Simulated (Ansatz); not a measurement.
Mulliken charges of `[CH3][GaH2]` from r2SCAN/def2-TZVPP in Ansatz (PBE0-D4/def2-TZVP geometry).

| atom | x (Å) | y (Å) | z (Å) | charge (e) |
| --- | --- | --- | --- | --- |
| C1 | -0.632 | -0.456 | -0.459 | -0.310 |
| Ga2 | 0.757 | 0.507 | 0.545 | 0.265 |
| H3 | -1.178 | 0.260 | -1.084 | 0.064 |
| H4 | -0.217 | -1.221 | -1.116 | 0.074 |
| H5 | -1.362 | -0.914 | 0.212 | 0.072 |
| H6 | 0.374 | 1.328 | 1.832 | -0.083 |
| H7 | 2.258 | 0.495 | 0.070 | -0.081 |

Problem. By hand: the dipole of these point charges (1 e Å = 4.8032 D).

Solution. Σ q r = (-0.007, -0.014, -0.008) e Å, of length 0.018 e Å = 0.09 D.

Problem. How does the dipole of the full density compare? (An estimate is asked.)

Solution. Computed: (-0.110, -0.075, -0.080) e Å, 0.75 D; the point charges give 0.12 times that, at 26° from its direction.

Point charges leave out the atoms' own dipoles, such as those of lone pairs, and Mulliken's split depends on the basis, so the two needn't agree.
